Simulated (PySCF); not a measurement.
## Ionisation energy of Ce⁺ by level of theory

Ce⁺ [Xe] 4f1 5d2 [4f5/2^1 5d3/2^2, M_J = 9/2] → Ce²⁺ [Xe] 4f2 [4f5/2^2, M_J = 4], as a difference of total energies. Calculation: PySCF 2.14, in x2c-TZVPPall-2c; the two-component X2C-1e Hamiltonian. Correlated levels: [Ar] 3d10 frozen; the 18 highest virtual spinors dropped. "Screened" scales the spin-orbit matrix elements by Boettger's factors to mimic the two-electron term; Breit and QED terms are absent.

| method | ionisation energy (eV) |
| --- | --- |
| GHF (spin-free) | 11.003 |
| GMP2 (spin-free) | 11.020 |
| GHF (screened spin-orbit) | 11.089 |
| GMP2 (screened spin-orbit) | 11.149 |

Q: How much does correlation contribute at GMP2 (screened spin-orbit)?

A: 11.149 − (11.089) = 0.060 eV, measured against GHF (screened spin-orbit).

The spin-free rows relax to the high-spin LS determinant and lack the spin-orbit shift.

The labels give the starting determinants; with spin-orbit coupling the two ends relaxed to ⟨J²⟩ = 25.54, ⟨L²⟩ = 39.36, ⟨S²⟩ = 3.24 and ⟨J²⟩ = 20.99, ⟨L²⟩ = 29.79, ⟨S²⟩ = 1.99.

The determinant of Ce⁺ and of Ce²⁺ mixes levels of different J (the jj label is only the starting occupation), so the difference between spin-free and spin-orbit rows is not the physical spin-orbit shift.

For comparison: 10.956 ± 0.02 eV (semi-empirical (NIST evaluation); NIST Atomic Spectra Database, ionization energies).
